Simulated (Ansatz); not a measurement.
Reaction (redistribution): `C[Se][Al]([Cl])[Cl]` + `C=C[CH2][Al]([F])[F]` → `C[Se][Al]([F])[F]` + `C=C[CH2][Al]([Cl])[Cl]`

Isolated molecules relaxed with PBE0-D4/def2-TZVP in Ansatz; ΔE leaves out vibrations. CBS: MP2 limit from def2 TZ/QZ plus the TZ coupled-cluster correction, frozen cores. Functionals use def2-TZVPP. For Se outer-core shells are correlated without core-valence functions, which leaves a few kJ/mol of doubt a bond. Scalar relativity is left out up to krypton. One conformer a species, not always the lowest.

Question: Is it downhill or uphill in electronic energy at CCSD(T)/CBS, and by how much? (Estimate.)

Answer: The calculation gave: Nearly level: ΔE = +1.8 kJ/mol.

Question: What do these levels give: BLYP-D4, r2SCAN-D4, B97M-V, r2SCANh-D4, CAM-B3LYP-D4, revPBE, BLYP, r2SCAN, PBE0, HF/def2-QZVPP, SCS-MP2/def2-QZVPP, MP2/CBS(def2)? (Estimate.)

Answer: Ansatz gave: BLYP-D4 1.6, r2SCAN-D4 1.4, B97M-V 1.1, r2SCANh-D4 1.3, CAM-B3LYP-D4 1.6, revPBE 3.1, BLYP 4.3, r2SCAN 2.0, PBE0 2.1, HF/def2-QZVPP 2.5, SCS-MP2/def2-QZVPP 0.8, MP2/CBS(def2) 0.5 kJ/mol.

Largest T1 diagnostic among the species: 0.012.

Leaving LDA and LC-ωPBE aside and taking each functional with its dispersion term where it has one, the values, not all of them listed here, spread over 2.6 kJ/mol, from revPBE-D4 to B2PLYP.
